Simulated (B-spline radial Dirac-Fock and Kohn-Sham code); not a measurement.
# Anomalous scattering factors of V, 2.314 keV to 15 keV

These are calculated numbers from a radial finite-basis atomic code; the model is the dispersion relation over Dirac-Hartree-Slater subshell photoionisation cross sections, with the Kissel-Pratt high-energy constant (isolated atom, no bound-bound lines or fine structure). The forward scattering factor is f₀ + f′ + i f″.

Input file task.json (cfg lists n, l and occupation; rrms is the nuclear radius in fm):

```json
{"items": [{
  "Z": 23,
  "q": 0,
  "cfg": [[1, 0, 2], [2, 0, 2], [2, 1, 6], [3, 0, 2], [3, 1, 6], [3, 2, 3], [4, 0, 2]],
  "A": 51,
  "rrms": 3.6002,
  "do": "dispersion",
  "hv": [545.6, 643.5, 663.8, 712.2, 879.1, 900.7, 1000.0, 1205.0, 1253.6, 1393.0, 1486.9, 1846.0, 2000.0, 2314.0, 2984.4, 4000.0, 4296.0, 4335.0, 4510.9, 5414.7, 5484.0, 6000.0, 6403.9, 6914.0, 6930.3, 8047.8, 9251.7, 11470.0, 12000.0, 14430.0, 15000.0, 15610.0, 15740.0, 17479.3, 21300.0, 22162.9, 23880.0, 24209.8, 24220.0, 26300.0, 30000.0, 38730.0, 40000.0, 42620.0],
  "edges": {"K": 5465.0, "L1": 626.7, "L2": 519.8, "L3": 512.1, "M1": 66.3}
}]}
```

Command: `python xray2_run.py task.json out`

Edges near this range: K 5465.0 eV.

| hν (eV) | λ (Å) | f′ (e) | f″ (e) | tabulated f′ | tabulated f″ |
| --- | --- | --- | --- | --- | --- |
| 2314 | 5.358 | -0.422 | 2.077 | -0.32 | 1.99 |
| 2984.4 | 4.154 | -0.728 | 1.353 | -0.68 | 1.31 |
| 4000 | 3.100 | -1.255 | 0.815 | -1.25 | 0.75 |
| 4296 | 2.886 | -1.456 | 0.719 | -1.46 | 0.66 |
| 4335 | 2.860 | -1.486 | 0.708 | -1.50 | 0.65 |
| 4510.9 | 2.749 | ? | ? | ? | ? |
| 5414.7 | 2.290 | -4.487 | 0.476 | -5.07 | 0.45 |
| 5484 | 2.261 | -5.452 | 3.834 | -4.73 | 3.92 |
| 6000 | 2.066 | -1.535 | 3.438 | -1.51 | 3.36 |
| 6403.9 | 1.936 | -0.867 | 3.100 | -0.87 | 3.03 |
| 6914 | 1.793 | -0.407 | 2.738 | -0.41 | 2.69 |
| 6930.3 | 1.789 | -0.397 | 2.728 | -0.40 | 2.68 |
| 8047.8 | 1.541 | 0.069 | 2.133 | 0.05 | 2.10 |
| 9251.7 | 1.340 | 0.268 | 1.686 | 0.25 | 1.66 |
| 11470 | 1.081 | 0.370 | 1.160 | 0.36 | 1.14 |
| 12000 | 1.033 | 0.374 | 1.071 | 0.36 | 1.05 |
| 14430 | 0.8592 | 0.356 | 0.767 | 0.35 | 0.74 |
| 15000 | 0.8266 | 0.347 | 0.715 | 0.34 | 0.69 |

Question: What are f′ and f″ at 4510.9 eV?

Answer: f′ = -1.634 and f″ = 0.660 electrons (tables: -1.66 and 0.61). By the optical theorem f″ corresponds to a photoabsorption cross section 2 rₑ λ f″ = 10200 b.

Tabulated f′: xraylib 4.2 anomalous scattering factors (Cullen et al., EPDL97); f″: Chantler's tables (J. Phys. Chem. Ref. Data 1995 and 2000). Both are theoretical tables.
